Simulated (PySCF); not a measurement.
## Calculated NMR data

- geometry from GFN2-xTB
- GIAO PBE0/pcSseg-1 shieldings
- code: PySCF 2.14.0 with density-fitted response routines
- gas phase, one computed conformer, rapidly exchanging positions averaged, no relativistic terms

Shifts are taken against calculated references (same method and geometry level): TMS for $^{1}$H (31.72 ppm), $^{13}$C (186.93 ppm). Where no couplings were computed, multiplicities follow the n + 1 count of equivalent neighbours, and m marks all less simple cases (inequivalent or close neighbours, rings, F or P nearby). Shifts are as computed. Against solution values, carbons near 30 ppm lie about +3 ppm off and those near 130 ppm about +5 ppm; carbons on Cl a further +6 ppm. Of 1211 compounds with measured shifts, 218 miss one by over three times the rms of a fit or turn the order of signals round; such compounds aren't used in these exercises. Carbons bonded to Cl come out too deshielded. OH and NH positions are gas-phase values without hydrogen bonding to other molecules.

Compound 1 (C10H8N2). $^{1}$H NMR (400 MHz, computed): δ 9.29 (d, 2H), 9.01 (d, 2H), 8.12 (m, 2H), 7.41 (m, 2H). $^{13}$C{$^{1}$H} NMR (computed): δ 161.0, 154.5, 142.9, 128.9, 127.2. Structure: `c1ccc(-c2ccccn2)nc1`.

Compound 2 (C6H16N2Si). $^{1}$H NMR (400 MHz, computed): δ 6.14 (m, 1H), 5.10 (m, 1H), 4.91 (s, 3H), 4.22 (m, 1H), 2.05 (br s, 1H), 1.20 (s, 9H). $^{13}$C{$^{1}$H} NMR (computed): δ 147.8 (CH), 91.4 (CH2), 56.8 (C), 30.8 (CH3). Structure: SMILES [SiH3]N(C=C)NC(C)(C)C.

Compound 3 (C8H13Cl). $^{1}$H NMR (400 MHz, computed): δ 3.74 (m, 1H), 2.61 (m, 1H), 2.29 (m, 1H), 2.26 (m, 1H), 2.00 (m, 1H), 1.94 (m, 1H), 1.94 (m, 1H), 1.78 (m, 1H), 1.36 (m, 1H), 1.15 (m, 1H), 1.13 (d, 3H). $^{13}$C{$^{1}$H} NMR (computed): δ 65.2, 50.3, 45.2, 41.5, 41.1, 36.1, 25.3, 20.6. Structure: SMILES C[C@@H]1[C@H]2C[C@@H](C[C@H]1Cl)C2.
